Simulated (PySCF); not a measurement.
## Relaxation of quartet TaF(OH)

Method: PySCF, UPBE0, basis Ta def2-TZVP with ECP60, F def2-TZVP, O def2-TZVP, H def2-TZVP (scalar-relativistic core potentials, no spin–orbit coupling, density fitting). A (50,194) grid was used.

A hand-made bent (heavy-atom frame) start, with no symmetry imposed:

```xyz
4
charge 0 multiplicity 4, angstrom
Ta   -0.0141   -0.0034   -0.2011
F     1.7061   -0.0034    1.0034
O    -1.7261   -0.0034    0.9977
H    -2.2316    0.7320    1.3516
```

Optimiser trace:
```csv
step,E − E(last) (kJ/mol),largest gradient (Eh/bohr)
0,179.62,0.10116
1,82.06,0.06016
2,41.59,0.04454
3,21.99,0.01578
4,18.77,0.01642
5,10.00,0.02509
6,7.53,0.02885
7,5.58,0.00569
8,4.62,0.00463
9,3.68,0.00934
10,2.83,0.00903
11,1.91,0.00206
12,1.79,0.01422
13,1.16,0.00324
14,0.84,0.00137
15,0.52,0.00291
16,0.29,0.00461
17,0.06,0.00135
18,0.01,0.00131
19,0.00,0.00036
20,0.00,0.00051
21,0.00,0.00045
22,0.00,0.00020
```

It ends at C∞v with O–H 0.952 Å, Ta–F 1.891 Å, Ta–O 1.880 Å; F–Ta–O 180.0°, H–O–Ta 180.0° (after a last refinement on a finer grid). A frequency run shows a minimum. Other isomers or separated fragments may lie lower.

Final geometry:
```xyz
4
charge 0 multiplicity 4, angstrom
Ta   -0.0136    0.0019    0.0020
F     1.8416   -0.2517   -0.2647
O    -1.8572    0.2538    0.2669
H    -2.7915    0.3815    0.4012
```

With open d or f shells other occupations or spin states may lie lower. With an element this heavy the missing spin–orbit coupling can shift these numbers.

The relaxation took 42 s on 4 threads of a shared Arm Neoverse V2 host, with 108 basis functions and 24 gradients; the process peaked at 0.66 GiB. Launch command: `OMP_NUM_THREADS=4 python axn.py task.json out`.
